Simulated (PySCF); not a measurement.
Gas-phase reaction: GaH3 + Cl2 → GaH2Cl + HCl

Energies from PySCF, thermal terms from the rigid-rotor harmonic-oscillator model, ideal gas at 1 bar. † marks an energy on the PBE0/def2-TZVP geometry and frequencies; other levels use their own. MP2 freezes the core. All species are closed-shell singlets. Ga: all electrons, no relativistic terms. GaH3, GaH2Cl: computed as isolated molecules; such fragments, hydroxides, amides, oligomers or adducts are transient or little studied in the gas. MP2 isn't extrapolated to the basis-set limit.

```csv
level,"ΔH°(298 K), kJ"
HF/def2-TZVP†,-320
M06-2X/def2-TZVP†,?
MP2/def2-TZVPP†,?
PBE/def2-SVP,-298
PBE/def2-TZVP†,-282
PBE0/def2-QZVP†,?
```

Complete the blanks.


- M06-2X/def2-TZVP†, ΔH°(298 K), kJ: -308
- MP2/def2-TZVPP†, ΔH°(298 K), kJ: -320
- PBE0/def2-QZVP†, ΔH°(298 K), kJ: -296
